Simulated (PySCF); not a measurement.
Input of a run (PBE0-D3(BJ)/def2-SVP geometry optimisation, gas phase (PySCF 2.14.0)), started from GFN2-xTB:
```
{"job": {"xc": "PBE0", "basis": "def2-SVP", "d3": "d3bj", "grid": 1, "shake": 0.01, "kind": "geom"}, "charge": 0, "multiplicity": 1}
B     -3.374420    -0.185330    -0.307130
C     -1.863680    -0.259850    -0.231620
C     -1.132120    -0.988280    -1.175340
C      0.294840    -1.064940    -1.100480
C      0.969200    -0.431990    -0.088610
C      2.419420    -0.537870    -0.052300
C      3.249280    -0.079960     0.889570
C      0.258910     0.311580     0.858910
C     -1.131360     0.391980     0.803860
H     -3.974650    -0.710570    -1.158620
H     -3.996890     0.458430     0.491780
H     -1.626730    -1.494670    -1.958450
H      0.776610    -1.627480    -1.847960
H      2.830200    -1.072330    -0.886570
H      2.883560     0.440910     1.758260
H      4.304770    -0.202740     0.830370
H      0.761770     0.831360     1.658510
H     -1.676220     0.968940     1.530080
```

Output (energies in Eh, forces in Eh/bohr):
```
step   0  E = -334.43775350  max force = 0.065456
step   1  E = -334.44553961  max force = 0.007256
step   2  E = -334.44596958  max force = 0.001196
step   3  E = -334.44583764  max force = 0.003151
step   4  E = -334.44601971  max force = 0.001522
step   5  E = -334.44603539  max force = 0.000953
step   6  E = -334.44605060  max force = 0.000558
step   7  E = -334.44605209  max force = 0.000550
step   8  E = -334.44605529  max force = 0.000239
optimisation converged
```

**Question.** Summarise the run.

**Answer.** The energy falls by 21.8 kJ/mol over 9 energy and gradient evaluations, the largest force component goes from 0.0655 to 2.4e-04 Eh/bohr, and the atoms move by 0.033 Å rms after alignment. Among the bonds, C3–C4 and B1–H10 change most and about equally (-0.043 to +0.044 Å). Bonds longer at the end by more than 0.005 Å: 14 of 18; shorter: 3. Among the angles that change most is C5–C4–H13, from 123.1° to 119.0°. The energy rose by more than 1e-6 Eh at step 3. The first step brought 94 % of the lowering.

**Question.** What are the final bond lengths?

**Answer.** B1–C2 1.537 Å, C2–C3 1.409 Å, C3–C4 1.388 Å, C4–C5 1.405 Å, C5–C6 1.467 Å, C6=C7 1.339 Å, C5–C8 1.407 Å, C8–C9 1.385 Å, C2–C9 1.413 Å, B1–H10 1.211 Å, B1–H11 1.211 Å, C3–H12 1.093 Å, C4–H13 1.093 Å, C6–H14 1.096 Å, C7–H15 1.093 Å, C7–H16 1.092 Å, C8–H17 1.092 Å, C9–H18 1.093 Å. Numbering counts from 1 in the input's order; the species is `c1cc(ccc1C=C)B`.

The run used 171 basis functions and 60 SCF cycles in all. Time: 3.1 min of wall time; peak memory 0.70 GiB. Hardware: one thread, Arm Neoverse N1 (aarch64), shared host with 64 logical CPUs at a one-minute load of 46.

PBE0-D3(BJ)/def2-SVP frequencies: not computed here. The numbers are those of one conformer.

Conformer computed: `[BH2:1][c:2]1[cH:3][cH:4][c:5]([CH:6]=[CH2:7])[cH:8][cH:9]1`: C4–C5–C6–C7 -177°.
